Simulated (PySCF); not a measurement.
SMILES C[SiH2][SiH2][Si](O)(O)O (CH10O3Si3) (GFN2-xTB optimised geometry):

```
17

Si    -1.394    -2.203    -0.979
C     -2.278    -3.086    -2.415
Si    -0.759    -0.070    -1.626
Si     0.234     1.184     0.000
O     -0.241     0.430     1.363
O     -0.141     2.782     0.000
O      1.863     1.184     0.000
H     -2.323    -2.228     0.163
H     -0.262    -3.062    -0.588
H     -3.166    -2.542    -2.722
H     -2.587    -4.092    -2.145
H     -1.630    -3.164    -3.283
H      0.118    -0.128    -2.817
H     -1.927     0.666    -2.166
H      0.204     0.598     2.190
H     -1.048     3.062     0.065
H      2.323     1.833    -0.522
```

Calculation: PBE0/def2-SVP in PySCF.

Question: What are the frontier orbital energies and the dipole moment?

Answer: HOMO-2 -8.91 eV, HOMO-1 -8.46 eV, HOMO -7.64 eV, LUMO 0.21 eV, LUMO+1 0.52 eV; dipole moment 1.39 D.

On the same geometry PBE/def2-SVP in PySCF gives HOMO-2 -7.31 eV, HOMO-1 -6.99 eV, HOMO -6.34 eV, LUMO -0.56 eV, LUMO+1 -0.26 eV; dipole moment 1.42 D.

Meta-Löwdin charges at PBE0/def2-SVP: Si1 0.39, C2 -0.53, Si3 0.02, Si4 1.23, O5 -0.72, O6 -0.72, O7 -0.72, H8 -0.09, H9 -0.09, H10 0.11, H11 0.12, H12 0.11, H13 -0.07, H14 -0.07, H15 0.33, H16 0.34, H17 0.34.
